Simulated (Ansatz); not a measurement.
`[GaH2][SiH2][SnH3]` + H₂Se → `[GaH2][SeH]` + `[SiH3][SnH3]` at 700 K and 1 bar (cleavage of the Ga–Si bond).

Computed with Ansatz on PBE0-D4/def2-TZVP structures; ΔE is electronic, products minus reactants. CCSD(T)/CBS adds triple-zeta CCSD(T) − MP2 to the extrapolated MP2 energy (def2 sets, frozen cores). Elements past krypton have def2 core potentials. For Ga, Se, Sn outer-core shells are correlated without core-valence functions, which leaves a few kJ/mol of doubt a bond. Scalar relativity is left out up to krypton.

```tsv
species	CCSD(T)/CBS energy (Eh)	H − E (kJ/mol)	S (J/(mol·K))
`[GaH2][SiH2][SnH3]`	-2431.21922	219.1	525.0
H₂Se	-2401.89790	61.1	251.1
`[GaH2][SeH]`	-4326.46797	101.2	355.1
`[SiH3][SnH3]`	-506.68362	179.7	401.7
```

H − E and S are ideal-gas, rigid-rotor, harmonic terms from PBE0-D4/def2-TZVP. 1 Eh = 2625.50 kJ/mol, R = 8.31446 J/(mol·K).

By hand: ΔE, ΔH, ΔS and ΔG.

ΔE = (-4326.46797) + (-506.68362) − (-2431.21922) − (-2401.89790) = -0.03447 Eh = -90.5 kJ/mol. Δ(H − E) = 101.2 + 179.7 − 219.1 − 61.1 = 0.7, so ΔH = -89.8 kJ/mol. ΔS = 355.1 + 401.7 − 525.0 − 251.1 = -19.3 J/(mol·K). ΔG = -89.8 − 700 × (-19.3)/1000 = -76.3 kJ/mol.

By hand: the equilibrium constant, and the temperature at which ΔG would vanish if ΔH and ΔS stayed fixed.

log₁₀ K = −ΔG/(RT ln 10) = 5.7. ΔG = 0 at ΔH/ΔS = 4653 K, far beyond where these terms or the molecules hold.

ΔH outweighs TΔS. A doubt of 5 kJ/mol in ΔE shifts log₁₀ K by 0.4 here. Modes under 60 cm⁻¹, often nearly free rotors, make the harmonic entropy too high. These are equilibria of isolated gas molecules and say nothing of rates. Largest T1 diagnostic: 0.014 (customary marks: 0.02 for closed shells, 0.045 for open ones).
